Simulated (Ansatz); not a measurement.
Start from `[CH3][Mo]([NH2])(=[O])=[O]` and change one atom or group to get `[NH2][Mo]([NH2])(=[O])=[O]`.

Ansatz, PBE0-D4/def2-TZVP geometries, multiplicity 1. Each molecule was computed in one conformer, which needn't be the lowest.

Elements past krypton have def2 core potentials.

| property | `[CH3][Mo]([NH2])(=[O])=[O]` |
| --- | --- |
| HOMO–LUMO gap (B3LYP/def2-TZVPP) / eV | 6.06 |
| HOMO energy (PBE0/def2-TZVPP) / eV | -8.58 |
| HOMO–LUMO gap (PBE0/def2-TZVPP) / eV | 6.53 |
| size of the dipole moment (B3LYP/def2-TZVPP) / D | 3.98 |
| LUMO energy (B3LYP/def2-TZVPP) / eV | -2.29 |
| ideal-gas entropy at 298 K and 1 bar (rigid rotor, harmonic PBE0-D4/def2-TZVP) / J/(mol·K) | 349 |

(1) What does the change do to each property? (Best estimate.)

Answers

(1) The calculation gave: 
```json
{"property": "HOMO–LUMO gap (B3LYP/def2-TZVPP) / eV", "`[NH2][Mo]([NH2])(=[O])=[O]`": "5.45", "shift": "-0.61"}
{"property": "HOMO energy (PBE0/def2-TZVPP) / eV", "`[NH2][Mo]([NH2])(=[O])=[O]`": "-7.68", "shift": "0.90"}
{"property": "HOMO–LUMO gap (PBE0/def2-TZVPP) / eV", "`[NH2][Mo]([NH2])(=[O])=[O]`": "5.92", "shift": "-0.61"}
{"property": "size of the dipole moment (B3LYP/def2-TZVPP) / D", "`[NH2][Mo]([NH2])(=[O])=[O]`": "4.00", "shift": "0.02"}
{"property": "LUMO energy (B3LYP/def2-TZVPP) / eV", "`[NH2][Mo]([NH2])(=[O])=[O]`": "-2.00", "shift": "0.29"}
{"property": "ideal-gas entropy at 298 K and 1 bar (rigid rotor, harmonic PBE0-D4/def2-TZVP) / J/(mol·K)", "`[NH2][Mo]([NH2])(=[O])=[O]`": "342", "shift": "-7"}
```

With PBE0 the HOMO rises by 0.90 eV and the LUMO rises by 0.29 eV, so the gap narrows by about 0.61 eV. PBE moves the HOMO by 0.88 eV and ωB97M-V by 1.01 eV. The zero-point energy changes by -28.3 kJ/mol with -3 modes. Dipoles are sizes alone; their direction can turn.

B3LYP here is the variant with VWN-RPA as its local correlation; programs differ in this.
